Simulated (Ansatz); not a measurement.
Two spin states of MgS, each at its own minimum; 2S+1 = 1, 3 were tried, and the measured ground state has 1.

```json
[
 {"level": "PBE/def2-TZVPP", "energy of the multiplicity-3 state above the multiplicity-1 state (kcal/mol)": "9.49"},
 {"level": "PBE0/def2-TZVPP", "energy of the multiplicity-3 state above the multiplicity-1 state (kcal/mol)": "3.85"},
 {"level": "wB97X-V/def2-TZVPP", "energy of the multiplicity-3 state above the multiplicity-1 state (kcal/mol)": "2.74"},
 {"level": "CCSD/def2-TZVPP", "energy of the multiplicity-3 state above the multiplicity-1 state (kcal/mol)": "2.31"},
 {"level": "CCSD(T)/def2-TZVPP", "energy of the multiplicity-3 state above the multiplicity-1 state (kcal/mol)": "7.03"}
]
```

The rows run from 2.31 (CCSD/def2-TZVPP) to 9.49 kcal/mol (PBE/def2-TZVPP). The 3 functionals in def2-TZVPP without D3 or D4 span 6.75, from wB97X-V to PBE.

Each state is the lowest solution found for its spin in def2 and cc sets. The singlet is a restricted closed-shell determinant, which can mix singlet states where a π or δ shell is part-filled.

Correlated levels freeze the inner cores; with def2 sets outer-core shells near the valence are correlated too.

Doubts at one or more of the structures used: a restricted determinant that unrestricted orbitals would lower (CCSD/def2-TZVPP, CCSD(T)/def2-TZVPP).

The values were computed with Ansatz (Gaussian basis) for Hartree–Fock, density functionals and correlated methods. Values without a source in brackets are computed.

Ansatz is a program for electronic structure.
